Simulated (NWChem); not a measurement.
System: C₃H₃F₃; SMILES C(F)(F)(C=C)F

```xyz
9

C     -0.0308    -2.1120     0.0000
C      0.6588    -0.9751     0.0000
C      0.0155     0.3763     0.0000
F     -1.3314     0.3144     0.0000
F      0.3909     1.0914     1.0860
F      0.3909     1.0914    -1.0860
H      0.4721    -3.0741     0.0000
H     -1.1161    -2.1186     0.0000
H      1.7451    -0.9508     0.0000
```
Atoms are numbered in this order, from 1.

Level: B3LYP/6-31G* (spherical d) (NWChem), optimised geometry, unscaled harmonic frequencies. B3LYP is NWChem's, with the RPA form of VWN correlation.

Task: List the harmonic frequencies with IR intensities, and the thermochemistry.

Result: 
```csv
frequency (cm⁻¹),IR intensity (km/mol)
85,0.0
271,0.1
313,0.7
427,6.0
510,0.1
541,9.5
630,7.7
722,1.5
815,0.6
989,27.5
1023,27.6
1040,38.3
1191,294.4
1206,239.1
1312,171.4
1338,28.5
1476,50.9
1746,7.3
3185,3.1
3211,1.6
3271,3.9
```

| Property | Result |
|---|---|
| zero-point energy | 36.1 kcal/mol |
| thermal correction to the enthalpy at 298.15 K (with zero-point energy) | 40.3 kcal/mol |
| heat capacity Cv | 19.3 cal/(mol K) |
| entropy at 298.15 K and 1 atm (symmetry number 1) | 76.0 cal/(mol K) |
| dipole moment | 2.18 D |

Rigid rotor and harmonic oscillator; modes under 100 cm⁻¹ make the entropy uncertain.
